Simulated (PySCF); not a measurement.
Isomers of C4H13FSSi2, mass 168.026 u with the commonest isotopes. Method: PBE0/pcSseg-1 in PySCF (dipole) on a GFN2-xTB geometry, gas phase. One conformer each, none proved a minimum here; rigid rotors.

Question: Order these by rotational constant B, largest first.
A. `[CH3:1][CH2:2][S:3][Si@@H:4]([CH2:5][F:6])[CH2:7][SiH3:8]` with C1–C2–S3–Si4 82°, C2–S3–Si4–C5 62°, S3–Si4–C5–F6 166°, S3–Si4–C7–Si8 -62°
B. `[CH3:1][CH2:2][Si@H:3]([CH2:4][F:5])[S:6][CH2:7][SiH3:8]` with C1–C2–Si3–C4 58°, C2–Si3–C4–F5 54°, C2–Si3–S6–C7 -60°, Si3–S6–C7–Si8 -177°
C. `[CH3:1][CH2:2][Si@H:3]([CH2:4][S:5][CH3:6])[SiH2:7][F:8]` with C1–C2–Si3–C4 -177°, C2–Si3–C4–S5 149°, Si3–C4–S5–C6 66°, C2–Si3–Si7–F8 114°

Answer: C (785.7 MHz), A (680.7 MHz), B (509.3 MHz).

Question: Order these by out-of-plane moment Σ m c² = (Ia + Ib − Ic)/2, smallest first.
A. `[CH3:1][CH2:2][S:3][Si@@H:4]([CH2:5][F:6])[CH2:7][SiH3:8]` with C1–C2–S3–Si4 82°, C2–S3–Si4–C5 62°, S3–Si4–C5–F6 166°, S3–Si4–C7–Si8 -62°
B. `[CH3:1][CH2:2][Si@H:3]([CH2:4][F:5])[S:6][CH2:7][SiH3:8]` with C1–C2–Si3–C4 58°, C2–Si3–C4–F5 54°, C2–Si3–S6–C7 -60°, Si3–S6–C7–Si8 -177°
C. `[CH3:1][SiH2:2][CH2:3][C@@H:4]([CH2:5][F:6])[SiH2:7][SH:8]` with C1–Si2–C3–C4 -171°, Si2–C3–C4–C5 170°, C3–C4–C5–F6 -176°, C3–C4–Si7–S8 -43°, C4–Si7–S8–H -173°
D. `[CH3:1][CH2:2][Si@H:3]([CH2:4][S:5][CH3:6])[SiH2:7][F:8]` with C1–C2–Si3–C4 -177°, C2–Si3–C4–S5 149°, Si3–C4–S5–C6 66°, C2–Si3–Si7–F8 114°

Answer: D (46.82 u·Å²), B (52.74 u·Å²), A (67.63 u·Å²), C (78.62 u·Å²).

Question: Order these by radius of gyration √(Σ m r²/M), smallest first.
A. `[CH3:1][CH2:2][S:3][Si@@H:4]([CH2:5][F:6])[CH2:7][SiH3:8]` with C1–C2–S3–Si4 82°, C2–S3–Si4–C5 62°, S3–Si4–C5–F6 166°, S3–Si4–C7–Si8 -62°
B. `[CH3:1][SiH2:2][CH2:3][C@@H:4]([CH2:5][F:6])[SiH2:7][SH:8]` with C1–Si2–C3–C4 -171°, Si2–C3–C4–C5 170°, C3–C4–C5–F6 -176°, C3–C4–Si7–S8 -43°, C4–Si7–S8–H -173°
C. `[CH3:1][CH2:2][Si@H:3]([CH2:4][F:5])[S:6][CH2:7][SiH3:8]` with C1–C2–Si3–C4 58°, C2–Si3–C4–F5 54°, C2–Si3–S6–C7 -60°, Si3–S6–C7–Si8 -177°
D. `[CH3:1][CH2:2][Si@H:3]([CH2:4][S:5][CH3:6])[SiH2:7][F:8]` with C1–C2–Si3–C4 -177°, C2–Si3–C4–S5 149°, Si3–C4–S5–C6 66°, C2–Si3–Si7–F8 114°

Answer: D (2.416 Å), A (2.454 Å), B (2.488 Å), C (2.640 Å).

| SMILES | point group | Ia (u·Å²) | Ib (u·Å²) | Ic (u·Å²) | κ | μa (D) | μb (D) | μc (D) |
| --- | --- | --- | --- | --- | --- | --- | --- | --- |
| CCS[Si@@H](CF)C[SiH3] | C1 | 337.45 | 742.41 | 944.60 | -0.70 | 1.73 | 0.38 | 0.09 |
| C[SiH2]C[C@@H](CF)[SiH2]S | C1 | 381.40 | 737.22 | 961.38 | -0.60 | 1.39 | 0.32 | 0.02 |
| CC[Si@H](CF)SC[SiH3] | C1 | 231.59 | 992.35 | 1118.47 | -0.93 | 1.27 | 1.16 | 0.58 |
| CC[Si@H](CSC)[SiH2]F | C1 | 384.35 | 643.18 | 933.88 | -0.37 | 2.08 | 0.31 | 0.17 |
